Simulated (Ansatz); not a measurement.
Mg3O3⁺, 6 atoms. Hardware: 4 threads of AMD EPYC 7B13 on a shared host.

Correlated methods freeze 6 core orbitals; core or outer-core shells of Mg are correlated, in sets that lack core-valence functions. In CCSD on the charge 1 doublet the largest single amplitude is 0.22, so its Hartree–Fock determinant may place the open shell otherwise than the density functionals do.

How many basis functions does each of these Ansatz runs have, and roughly what does it cost? PBE-D4/def2-SVP, charge 1 doublet, energy, from earlier orbitals; MP2/def2-TZVP, charge 1 doublet, energy, from earlier orbitals; PBE0-D4/def2-SVP, charge 1 doublet, energy, from earlier orbitals; PBE0-D4/def2-TZVP, charge 1 doublet, energy, from earlier orbitals; LDA (SPW92)/def2-TZVP, charge 1 doublet, energy, from earlier orbitals; PBE-D4/def2-SVP, charge 1 doublet, energy with a search over starts; BLYP-D4/def2-TZVP, charge 1 doublet, energy, from earlier orbitals; CCSD(T)/def2-SVP, charge 1 doublet, energy, from earlier orbitals; PBE-D4/def2-TZVP, charge 1 doublet, energy and forces, from earlier orbitals; B97M-V/def2-TZVP, charge 1 doublet, energy, from earlier orbitals; r2SCAN-D4/def2-SVP, charge 1 doublet, relaxation, 13 steps; r2SCAN-D4/def2-TZVP, charge 1 doublet, energy, from earlier orbitals.

Other jobs shared the machine, so times can vary by a factor of up to 3. A dash marks memory too small to be measured apart from the calling script's.

```tsv
run	functions	fitting or Cholesky vectors	wall time	peak host memory (GiB)
LDA (SPW92)/def2-TZVP, charge 1 doublet, energy, from earlier orbitals	189	1317	2.9 s	–
PBE-D4/def2-SVP, charge 1 doublet, energy, from earlier orbitals	96	966	3.5 s	–
PBE0-D4/def2-SVP, charge 1 doublet, energy, from earlier orbitals	96	834	3.6 s	–
BLYP-D4/def2-TZVP, charge 1 doublet, energy, from earlier orbitals	189	1317	3.9 s	–
PBE0-D4/def2-TZVP, charge 1 doublet, energy, from earlier orbitals	189	1317	5.5 s	0.75
MP2/def2-TZVP, charge 1 doublet, energy, from earlier orbitals	189	1458	5.5 s	0.55
PBE-D4/def2-SVP, charge 1 doublet, energy with a search over starts	96	966	7.5 s	–
PBE-D4/def2-TZVP, charge 1 doublet, energy and forces, from earlier orbitals	189	1317	11 s	0.55
r2SCAN-D4/def2-TZVP, charge 1 doublet, energy, from earlier orbitals	189	1317	13 s	0.64
B97M-V/def2-TZVP, charge 1 doublet, energy, from earlier orbitals	189	1317	14 s	0.59
r2SCAN-D4/def2-SVP, charge 1 doublet, relaxation, 13 steps	96	966	30 s	–
CCSD(T)/def2-SVP, charge 1 doublet, energy, from earlier orbitals	96	834	31 s	1.2
```
